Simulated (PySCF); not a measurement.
# Excited states of B³⁺ (boron, charge +3)

Ground state 1s2, ¹S. All numbers are calculated (PySCF 2.14, the non-relativistic Hamiltonian (point nucleus), in aug-cc-pVTZ). Vertical excitation energies in eV without spin-orbit coupling; excited terms of each kind are numbered among those the solver found. Frozen: nothing.

```json
{"term": "1 3S", "leading excitation": "1s → s", "EOM-EE-CCSD": "198.06"}
{"term": "1 1S", "leading excitation": "1s → s", "EOM-EE-CCSD": "202.26"}
{"term": "1 3P°", "leading excitation": "1s → p", "EOM-EE-CCSD": "202.58"}
{"term": "1 1P°", "leading excitation": "1s → p", "EOM-EE-CCSD": "205.08"}
{"term": "2 3S", "leading excitation": "1s → s", "EOM-EE-CCSD": "232.83"}
{"term": "2 1S", "leading excitation": "1s → s", "EOM-EE-CCSD": "233.91"}
{"term": "2 3P°", "leading excitation": "1s → p", "EOM-EE-CCSD": "234.07"}
{"term": "1 3D", "leading excitation": "1s → d", "EOM-EE-CCSD": "234.59"}
{"term": "1 1D", "leading excitation": "1s → d", "EOM-EE-CCSD": "234.60"}
{"term": "2 1P°", "leading excitation": "1s → p", "EOM-EE-CCSD": "234.89"}
{"term": "2 3D", "leading excitation": "1s → d", "EOM-EE-CCSD": "245.22"}
{"term": "2 1D", "leading excitation": "1s → d", "EOM-EE-CCSD": "245.22"}
{"term": "1 3F°", "leading excitation": "1s → f", "EOM-EE-CCSD": "246.41"}
{"term": "1 1F°", "leading excitation": "1s → f", "EOM-EE-CCSD": "246.41"}
```

Only the lower part of the computed list is shown. Doubly excited terms such as np² are absent. The solver can miss terms.
